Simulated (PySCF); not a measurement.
Calculation: PBE0-D3(BJ)/def2-TZVP (PySCF). Gas-phase values, no solvent. Delta-SCF ions had no search for a lower state. Excitations are Tamm–Dancoff values on a coarser integration grid. The basis has no diffuse functions, so Rydberg states are missing or too high.

Reference species (SMILES): `C1[SiH]=[SiH][SiH2]1` (neutral, multiplicity 1).

```yaml
brightest of the four lowest singlets (TDA): 4.09 eV
dipole_moment: 0.70 D
vertical ionisation energy (Delta-SCF): 7.58 eV
```

Changed species: `C=[Si]1[SiH2][SiH2]1`.

Give the shifts of the brightest of the four lowest singlets (TDA), dipole moment and vertical ionisation energy (Delta-SCF).

the brightest of the four lowest singlets (TDA) rises by 0.29 eV, to 4.38 eV; the dipole moment drops by 0.14 D, to 0.56 D; the vertical ionisation energy (Delta-SCF) increases by 0.74 eV, to 8.32 eV.
